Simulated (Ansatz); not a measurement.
Consider the cleavage of the B–Si bond: `[SiH3]B[SiH3]` + `CN[SiH3]` → `CN([SiH3])B[SiH3]` + SiH₄.

Program: Ansatz. Geometries: PBE0-D4/def2-TZVP. ΔE: electronic, gas phase. CCSD(T)/CBS adds triple-zeta CCSD(T) − MP2 to the extrapolated MP2 energy (def2 sets, frozen cores). This one scheme is used for every species. Functionals use def2-TZVPP. B3LYP here is the variant with VWN-RPA as its local correlation; programs differ in this. One conformer a species, not always the lowest.

`[SiH3]B[SiH3]`:

Z-matrix (Å, degrees):
```
Si
B 1 2.006
H 1 1.489 2 113.2
H 1 1.495 2 104.9 3 117.2
H 1 1.488 2 114.2 3 -125.0
Si 2 2.006 1 124.9 3 149.9
H 2 1.198 1 117.4 3 -36.8
H 6 1.489 2 113.0 1 -149.1
H 6 1.495 2 105.0 1 93.7
H 6 1.488 2 114.3 1 -24.2
```

`CN[SiH3]`:

Cartesian coordinates in Å:
```
C -0.765 1.104 -0.385
N 0.474 0.368 -0.264
Si 0.562 -1.214 0.395
H -0.704 1.843 -1.189
H -1.575 0.416 -0.645
H -1.061 1.627 0.535
H 1.287 0.956 -0.175
H -0.372 -2.095 -0.357
H 0.187 -1.326 1.839
H 1.966 -1.679 0.247
```

`CN([SiH3])B[SiH3]`:

```xyz
15

C    -1.882   -0.197   -0.971
N    -0.598   -0.012   -0.300
Si   -0.245    1.642    0.160
B     0.259   -1.089   -0.057
Si    2.062   -0.956    0.863
H    -1.926    0.380   -1.900
H    -2.709    0.130   -0.334
H    -2.023   -1.251   -1.210
H     1.077    1.696    0.820
H    -0.256    2.499   -1.056
H    -1.308    2.131    1.078
H    -0.117   -2.172   -0.428
H     3.014   -0.068    0.132
H     2.694   -2.303    0.949
H     1.958   -0.428    2.255
```

SiH₄:

Z-matrix (Å, degrees):
```
Si
H 1 1.485
H 1 1.485 2 109.5
H 1 1.485 2 109.5 3 -120.0
H 1 1.485 2 109.5 3 120.0
```

| level | ΔE (kJ/mol) | difference from CCSD(T)/CBS |
| --- | --- | --- |
| r2SCAN-D4 | -159.0 | 3.8 |
| PBE0-D4 | -156.5 | 6.3 |
| B3LYP-D4 | -163.4 | -0.6 |
| PBE0 | -151.2 | 11.6 |
| HF/def2-TZVPP | -146.2 | 16.6 |
| SCS-MP2/def2-TZVPP | -169.8 | -7.0 |
| CCSD(T)/def2-TZVPP | -166.0 | -3.2 |
| HF/def2-QZVPP | -146.2 | 16.6 |
| SCS-MP2/def2-QZVPP | -167.7 | -4.9 |
| CCSD/CBS(def2) | -157.7 | 5.1 |
| CCSD(T)/CBS | -162.8 | 0 |

Largest T1 diagnostic among the species: 0.014.

In def2-TZVPP, CCSD(T) changes the Hartree–Fock value by −19.9 kJ/mol (the triples alone add −5.1 kJ/mol) and MP2 by −28.1 kJ/mol. The D4 term adds −9.4 kJ/mol with B3LYP and −5.3 kJ/mol with PBE0; it sums over pairs of atoms, weighted by their polarisabilities, and B3LYP, whose exchange is more repulsive, gets the larger term.
